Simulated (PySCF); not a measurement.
C₂H₅FMg, SMILES C[CH2][Mg][F].

Geometry optimised at B3LYP-D3(BJ)/def2-SVP. Other conformers were not sampled.

The numbers are results of IEF-PCM-B3LYP/def2-SVP (PySCF), not measurements.

The values are the electrostatic part of the solvation free energy, E(continuum) − E(gas) at the gas-phase geometry, in a cavity of scaled van der Waals radii (PySCF's table); cavitation and dispersion terms are not included. A continuum can't describe solvent molecules that bind to the metal. In vacuum the orbital gap is 5.54 eV. The dipole moment in vacuum is 2.14 D.

| solvent | ε | ΔG(elec) (kcal/mol) | dipole (D) | gap (eV) |
|---|---|---|---|---|
| water | 78.36 | -12.5 | 1.79 | 5.60 |
| ethanol | 24.85 | -11.9 | 1.82 | 5.60 |
| tetrahydrofuran | 7.43 | -10.2 | 1.89 | 5.58 |
